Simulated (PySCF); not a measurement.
BBr₂, SMILES Br[B+]Br, charge +1. Coordinates come from a TPSSh-D3(BJ)/def2-TZVP optimisation.

TDA-PBE/def2-SVPD in PySCF puts the lowest singlet excitations at 5.25, 5.45, 5.45, 6.46, 6.61, 6.61 eV.

What are the lowest excitation roots from ADC(2)/aug-cc-pVDZ (PySCF)? (The exact figures need the calculation; the answer reports its results.)

5.86, 5.86, 5.89, 6.88, 7.35, 7.46 eV. S1 differs by 0.60 eV (second minus first; roots are paired by order, and the bases may differ).
